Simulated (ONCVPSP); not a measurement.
Reading a pseudo-wave (niobium)

Columns: radius, all-electron u(r) and pseudo u(r) of the 4p shell (level -37.58 eV) of niobium in the configuration [Ar] 3d10 4s2 4p6 4d4 5s0.5; PBE, scalar-relativistic, ONCV scheme, ONCVPSP 4.0.1.

| r (bohr) | all-electron | pseudo |
| --- | --- | --- |
| 0.095 | 0.3102 | 0.0151 |
| 0.190 | -0.1383 | 0.0600 |
| 0.285 | -0.4801 | 0.1328 |
| 0.380 | -0.4646 | 0.2304 |
| 0.475 | -0.2249 | 0.3471 |
| 0.570 | 0.0904 | 0.4751 |
| 0.665 | 0.3905 | 0.6050 |
| 0.760 | 0.6344 | 0.7261 |
| 0.855 | 0.8107 | 0.8291 |
| 0.950 | 0.9223 | 0.9061 |
| 1.045 | 0.9786 | 0.9529 |
| 1.140 | 0.9911 | 0.9688 |
| 1.235 | 0.9712 | 0.9566 |
| 1.330 | 0.9290 | 0.9213 |
| 1.425 | 0.8723 | 0.8692 |
| 1.520 | 0.8076 | 0.8067 |
| 1.615 | 0.7393 | 0.7391 |
| 1.710 | 0.6707 | 0.6706 |
| 1.805 | 0.6041 | 0.6040 |
| 1.900 | 0.5409 | 0.5408 |
| 1.995 | 0.4820 | 0.4819 |
| 2.090 | 0.4277 | 0.4276 |
| 2.185 | 0.3782 | 0.3782 |
| 2.280 | 0.3335 | 0.3335 |
| 2.375 | 0.2933 | 0.2933 |
| 2.470 | 0.2575 | 0.2574 |

Task: How many radial nodes do the two functions have?

Result: The all-electron 4p function has n − l − 1 = 2; the pseudo-wave has 0, since the states of the same l below it are removed with the core.

Task: At about which radius was the pseudo-wave matched?

Result: 1.70 bohr, where the columns begin to agree (steps of 0.10 bohr).

Task: Is the pseudo-wave norm-conserving?

Result: Yes: the ONCV scheme keeps the norm inside the radius equal to the all-electron one, which fixes the energy derivative of the logarithmic derivative at the level.
